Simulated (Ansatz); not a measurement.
```xyz
7

C     0.0051   -0.0390   -0.7607
C     0.0487    0.6511    0.4855
C    -0.0194   -0.7099    0.5516
H     0.9028    0.0027   -1.4286
H    -0.9476    0.0258   -1.5812
H     0.0554    1.5801    1.0156
H    -0.0220   -1.5030    1.0028
```

Basis set: 6-31G (spherical functions). Correlated methods keep 3 orbitals frozen. Charge 0, multiplicity 1.

Computed with Ansatz (development build ahead of 0.2.0); each method stands on the lowest determinant of its kind that the runs found. Restricted open shells among the atoms or ions are ROHF, correlated in semicanonical orbitals with singles.

Question: Give the atomization energy at this shape (free ground-state atoms in the same class of orbitals less the molecule, no zero-point energy) of singlet C₃H₄ by RHF-MP2, RHF.

Answer:

```json
{"method": "RHF-MP2", "atomization energy": "557.56 kcal/mol"}
{"method": "RHF", "atomization energy": "432.12 kcal/mol"}
```

Caution: no unrestricted run beside it, a lower state can exist; the shape is not the minimum.

This basis has no polarisation functions and is too small for such energies, which can lie far from measured ones in either direction.
